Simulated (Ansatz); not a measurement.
ZrNCl3H2⁺, that is Zr(NH2)Cl3 with one electron fewer, relaxed as a doublet with UKS PBE-D4/def2-SVP in Ansatz, starting from the PBE-D4/def2-SVP geometry of the neutral singlet. Force threshold 0.02 eV/Å.

In the def2 sets Zr takes a core potential; there is no spin–orbit coupling.

Start:

```xyz
7

Zr   -0.2834    0.5198   -0.4292
N     0.5032   -0.9447    0.6884
H     0.0368   -1.8251    0.9411
H     1.4260   -0.9181    1.1407
Cl   -1.9673   -0.4605   -1.7459
Cl    1.4939    1.4983   -1.6223
Cl   -1.2094    2.1302    1.0271
```

(1) Estimate the energy that the relaxation releases and the steps that it takes.

(2) Does the start keep its bonding and symmetry?

(3) Predict the relaxed structure.

Results:

(1) 27.5 kJ/mol, in 11 steps; 48 s on 2 threads of Arm Neoverse V2 on a shared host. No frequencies were taken in this run, so the end may be a saddle point.

(2) By distances, no bond broke or formed. The bond that changes most is Zr1–N2, from 2.00 to 2.17 Å (atoms count from 1).

(3) 
```xyz
7

Zr   -0.3143    0.6016   -0.6470
N     0.4708   -0.8838    0.7340
H    -0.0632   -1.6798    1.1358
H     1.4016   -0.8508    1.1952
Cl   -1.9340   -0.4456   -1.9042
Cl    1.4904    1.4955   -1.7626
Cl   -1.0513    1.7630    1.2488
```
Bond lengths: 3 × Cl–Zr 2.30 to 2.34 Å; 1 × N–Zr 2.17 Å; 2 × H–N 1.04 Å.
